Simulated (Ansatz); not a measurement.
`C[Si](F)(F)[GeH3]` + `CCO[SiH2]N` → `CCO[Si](C)(F)F` + `N[SiH2][GeH3]`  (redistribution)

Gas-phase electronic energies from Ansatz, PBE0-D4/def2-TZVP geometries. CBS: MP2 limit from def2 TZ/QZ plus the TZ coupled-cluster correction, frozen cores. Functionals use def2-TZVPP. B3LYP here is the variant with VWN-RPA as its local correlation; programs differ in this. For Ge outer-core shells are correlated without core-valence functions, which leaves a few kJ/mol of doubt a bond. Scalar relativity is left out up to krypton. Each species was taken in one conformer, which may not be the lowest.

`C[Si](F)(F)[GeH3]`:

```xyz
11

C    -1.363   -1.136    0.097
Si   -0.533    0.497    0.326
F    -1.365    1.611   -0.459
F    -0.606    0.898    1.870
Ge    1.738    0.624   -0.376
H    -1.370   -1.421   -0.958
H    -2.397   -1.087    0.449
H    -0.843   -1.915    0.659
H     1.844    0.302   -1.876
H     2.309    2.028   -0.129
H     2.586   -0.400    0.396
```

`CCO[SiH2]N`:

Z-matrix (Å, degrees):
```
C
C 1 1.509
H 1 1.093 2 110.5
H 1 1.092 2 110.4 3 -120.1
H 1 1.092 2 110.5 3 120.2
O 2 1.413 1 109.5 3 179.7
H 2 1.098 1 110.2 3 58.8
H 2 1.099 1 110.1 3 -59.2
Si 6 1.645 2 123.0 1 173.2
N 9 1.706 6 116.7 2 63.2
H 9 1.488 6 109.0 2 -55.5
H 9 1.479 6 103.3 2 -176.5
H 10 1.006 9 123.0 6 68.3
H 10 1.005 9 122.1 6 -91.7
```

`CCO[Si](C)(F)F`:

```xyz
15

C    -0.091    2.371    0.055
C     0.951    1.294    0.245
O     0.544    0.068   -0.348
Si   -0.283   -1.129    0.349
C    -0.434   -2.551   -0.796
F     0.433   -1.552    1.706
F    -1.721   -0.621    0.807
H    -0.297    2.521   -1.007
H    -1.025    2.105    0.553
H     0.266    3.315    0.474
H     1.889    1.577   -0.239
H     1.165    1.143    1.309
H    -1.003   -3.359   -0.332
H    -0.947   -2.250   -1.712
H     0.553   -2.932   -1.065
```

`N[SiH2][GeH3]`:

Z-matrix (Å, degrees):
```
Si
Ge 1 2.379
N 1 1.723 2 108.4
H 1 1.496 2 107.9 3 -126.0
H 1 1.487 2 110.7 3 117.5
H 2 1.539 1 111.0 3 173.1
H 2 1.542 1 110.4 3 53.9
H 2 1.538 1 111.7 3 -65.9
H 3 1.008 1 119.6 2 166.2
H 3 1.007 1 119.8 2 -51.1
```

Is it downhill or uphill in electronic energy at CCSD(T)/CBS, and by how much? (Best estimate.)

Ansatz gave: Downhill: ΔE = -5.1 kcal/mol.

What do these levels give: r2SCAN-D4, PBE0-D4, ωB97X-V, PBE, r2SCAN, B3LYP, CCSD/def2-TZVPP, CCSD(T)/def2-TZVPP, HF/def2-QZVPP, SCS-MP2/def2-QZVPP, MP2/CBS(def2), CCSD/CBS(def2)? (An estimate is asked.)

Computed: r2SCAN-D4 -5.4, PBE0-D4 -5.4, ωB97X-V -5.0, PBE -4.1, r2SCAN -5.3, B3LYP -4.4, CCSD/def2-TZVPP -5.7, CCSD(T)/def2-TZVPP -5.5, HF/def2-QZVPP -6.1, SCS-MP2/def2-QZVPP -4.7, MP2/CBS(def2) -4.6, CCSD/CBS(def2) -5.3 kcal/mol.

Largest T1 diagnostic among the species: 0.012.

From PBE to PBE0 (25 % exact exchange), in def2-TZVPP and without D4, ΔE moves by −1.0 kcal/mol.
